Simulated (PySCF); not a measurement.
Mg(OMe)(SH) (CH₄MgOS), SMILES [Mg]([SH])[O]C. Atoms are numbered in the order given.

```xyz
8

Mg     0.0072     0.0641     0.0749
O      0.2068    -0.9873    -1.3331
C      0.3646    -1.8054    -2.4348
H     -0.1473    -1.3990    -3.3310
H      1.4322    -1.9353    -2.7058
H     -0.0483    -2.8201    -2.2611
S     -0.2298     1.4442     1.9072
H     -1.4892     1.0086     2.1569
```
Charge 0, spin multiplicity 1.

Geometry optimised at B3LYP-D3(BJ)/def2-SVP. The values are those of a single conformer.

These are PBE/def2-TZVPD (PySCF) values and carry that method's errors.

Mulliken values depend strongly on the basis, most of all with diffuse functions as here. ESP charges are fitted to the potential on shells at 1.4 to 2.0 van der Waals radii. Atomic charges (e):

| atom | Mulliken | ESP fit | meta-Löwdin |
|---|---|---|---|
| Mg1 | 1.11 | 0.78 | 1.48 |
| O2 | -0.75 | -0.39 | -0.97 |
| C3 | -0.40 | -0.40 | -0.12 |
| H4 | 0.17 | 0.12 | 0.09 |
| H5 | 0.17 | 0.14 | 0.09 |
| H6 | 0.17 | 0.12 | 0.09 |
| S7 | -0.64 | -0.48 | -0.77 |
| H8 | 0.17 | 0.12 | 0.10 |
